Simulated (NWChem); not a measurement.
CBCl$_{2}$F$_{3}$; SMILES FC(F)(F)B(Cl)Cl

```xyz
7

B      0.0079    -0.5264     0.0104
C      0.0249     1.0870     0.0100
F     -0.4490     1.5398    -1.1772
F      1.2525     1.6132     0.1835
F     -0.7704     1.5823     0.9855
Cl     1.5020    -1.4170    -0.0065
Cl    -1.5363    -1.3308    -0.0043
```
Atoms are numbered in this order, from 1.

Coordinates come from a B3LYP/6-31G* (spherical d) optimisation.

Give the principal values of the shielding tensors (ppm) of B1, C2, F3, F4, F5 from Hartree-Fock/6-31G* (spherical d), GIAO (NWChem), with their diamagnetic and paramagnetic parts as GIAO splits them.


| atom | σ11 | σ22 | σ33 | isotropic | diamagnetic | paramagnetic |
|---|---|---|---|---|---|---|
| B1 | 37.5 | 57.1 | 98.3 | 64.3 | 196.4 | -132.1 |
| C2 | 86.1 | 90.4 | 100.4 | 92.3 | 235.4 | -143.1 |
| F3 | 222.9 | 332.9 | 386.7 | 314.2 | 474.0 | -159.9 |
| F4 | 233.5 | 331.7 | 391.0 | 318.7 | 474.7 | -156.0 |
| F5 | 225.8 | 331.5 | 386.6 | 314.6 | 474.1 | -159.5 |
